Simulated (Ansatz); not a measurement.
Isolated molecules relaxed with PBE0-D4/def2-TZVP in Ansatz; ΔE leaves out vibrations. CBS: MP2 limit from def2 TZ/QZ plus the TZ coupled-cluster correction, frozen cores. This one scheme is used for every species. Functionals use def2-TZVPP. B3LYP here is the variant with VWN-RPA as its local correlation; programs differ in this. HSE06 is defined as in plane-wave codes. Each species was taken in one conformer, which may not be the lowest.

Reaction (ligand exchange at the Si–O bond): `N[Si](N)(O)Cl` + HCl → `N[Si](N)(Cl)Cl` + H₂O

```tsv
level	ΔE (kJ/mol)	difference from CCSD(T)/CBS
LDA (SPW92)	10.6	3.6
revPBE-D4	0.1	-6.9
BLYP-D4	8.4	1.4
r2SCAN-D4	9.0	2.0
B97M-V	10.1	3.1
PBE0-D4	3.4	-3.6
B3LYP-D4	9.8	2.8
r2SCANh-D4	8.9	1.9
r2SCAN0-D4	9.0	2.0
CAM-B3LYP-D4	15.3	8.3
ωB97X-V	9.6	2.6
ωB97M-V	9.1	2.1
B2PLYP	12.6	5.6
PBE-QIDH	7.0	0.0
revPBE	2.5	-4.5
BLYP	13.0	6.0
r2SCAN	9.4	2.4
PBE0	5.5	-1.5
B3LYP	13.8	6.8
r2SCANh	9.5	2.5
r2SCAN0	9.7	2.7
HSE06	5.3	-1.7
BHLYP	16.4	9.4
CAM-B3LYP	17.7	10.7
LC-ωPBE	10.0	3.0
RPA@PBE/def2-TZVPP	14.9	7.9
HF/def2-SVP	10.8	3.8
MP2/def2-SVP	7.0	0.0
CCSD/def2-SVP	9.8	2.8
CCSD(T)/def2-SVP	9.0	2.0
HF/def2-TZVPP	19.2	12.2
MP2/def2-TZVPP	7.6	0.6
SCS-MP2/def2-TZVPP	11.6	4.6
CCSD(T)/def2-TZVPP	13.0	6.0
HF/def2-QZVPP	19.5	12.5
MP2/def2-QZVPP	4.2	-2.8
SCS-MP2/def2-QZVPP	8.4	1.4
HF/CBS(def2)	19.6	12.6
MP2/CBS(def2)	1.6	-5.4
CCSD/CBS(def2)	8.9	1.9
CCSD(T)/CBS	7.0	0
```

Largest T1 diagnostic among the species: 0.010.

In def2-TZVPP, CCSD(T) changes the Hartree–Fock value by −6.2 kJ/mol (the triples alone add −1.9 kJ/mol) and MP2 by −11.6 kJ/mol. From BLYP to BHLYP (50 % exact exchange), in def2-TZVPP and without D4, ΔE moves by +3.5 kJ/mol. Leaving LDA and LC-ωPBE aside and taking each functional with its dispersion term where it has one, the values spread over 15.2 kJ/mol, from revPBE-D4 to CAM-B3LYP-D4. LDA lies +6.3 kJ/mol from PBE without D4.
